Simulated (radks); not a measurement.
Values are calculated unless marked as measured or tabulated.
Task: Valence configurations of neutral promethium (all share [Xe]). Code: a radial shooting solver on a logarithmic mesh with Libxc functionals. Model: Dirac Kohn-Sham, PBE, spin-unpolarised, spherical densities, point nucleus; open shells fill j = l - 1/2 first. Order these by energy: 4f5 6s1 6p1; 4f5 5d1 6s0.5 6p0.5; 4f4 6s1 6p2; 4f5 6p2; 4f5 5d2; 4f4 5d3; 4f5 6s1.5 6p0.5; 4f4 6s2 6p1; 4f5 6s2.

Result: From the lowest, in eV above it: 4f5 6s2 0.000; 4f5 6s1.5 6p0.5 1.109; 4f5 6s1 6p1 2.243; 4f5 5d1 6s0.5 6p0.5 2.783; 4f5 5d2 3.719; 4f4 6s2 6p1 4.433; 4f5 6p2 4.581; 4f4 5d3 5.121; 4f4 6s1 6p2 7.286. NIST lists [Xe] 4f5 6s2 as the ground configuration; this level of theory agrees among the configurations tried. The energies are those of spherical spin-averaged densities, not of single terms. No valid solution was reached for [Xe] 4f6 6s1.
